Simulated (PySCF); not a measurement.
## Level of theory and adiabatic energies of losing or gaining an electron: 1-vinylnaphthalene

Structure: `C=Cc1cccc2ccccc12` (C12H10).

All levels share the PBE0-D3(BJ)/def2-SVP structures and the GFN2-xTB thermal terms; only the single-point energies (PySCF) change. Values are adiabatic energies of losing or gaining an electron (0 K, eV).

Measured (NIST Chemistry WebBook): adiabatic ionisation energy 7.70 eV.

```tsv
level	ionisation energy to the radical cation
B97-2/def2-SVP	7.38
ωB97X-D3(BJ)/ma-def2-SVP	7.73
```

The spread: 0.35 eV, from 7.38 to 7.73.

Note: ma-def2-SVP is a small basis, whose errors can reach tens of kJ/mol.

---

propiolaldehyde: adiabatic energies of losing or gaining an electron at several levels

Structure: `C#CC=O` (C3H2O).

All levels share the PBE0-D3(BJ)/def2-SVP structures and the PBE0-D3(BJ)/def2-SVP thermal terms; only the single-point energies (PySCF) change. Values are adiabatic energies of losing or gaining an electron (0 K, eV).

Measured (NIST Chemistry WebBook): adiabatic ionisation energy 10.80 eV.

```csv
level,ionisation energy to the radical cation,time
BHandHLYP/ma-def2-TZVP,10.27,52 s
"PBE/6-31+G* (grid 2, diis space 4)",10.31,32 s
ωB97X-D3(BJ)/ma-def2-TZVP,10.58,–
```

Times are wall times for all single points of a level on 1 thread of Arm Neoverse V1, a shared host; the dash marks the run that also made the structures. PBE ran on a slower path of this set-up, which computes the density-fitting integrals anew in every SCF cycle while the other levels store them. So the times needn't show the usual order of cost, and those levels read slower than they are.

The spread: 0.31 eV, from 10.27 to 10.58.

---

**Level of theory and adiabatic energies of losing or gaining an electron: boron tribromide**

Structure: `BrB(Br)Br` (BBr3).

All levels share the PBE0-D3(BJ)/def2-SVP structures and the PBE0-D3(BJ)/def2-SVP thermal terms; only the single-point energies (PySCF) change. Values are adiabatic energies of losing or gaining an electron (0 K, eV).

Measured (NIST Chemistry WebBook): adiabatic ionisation energy 10.51 eV.

| level | ionisation energy to the radical cation |
| --- | --- |
| B3LYP/cc-pVDZ | 10.14 |
| ωB97X-D3(BJ)/ma-def2-TZVP | 10.79 |

At B3LYP/cc-pVDZ a relaxed species lies above the same state at the other structure, so the structures fit that level poorly.

The spread: 0.65 eV, from 10.14 to 10.79.

Known limits: spin-orbit coupling is left out of the energies, which matters for open shells on the heavier atoms; atoms from Ga to Kr are treated without relativity.
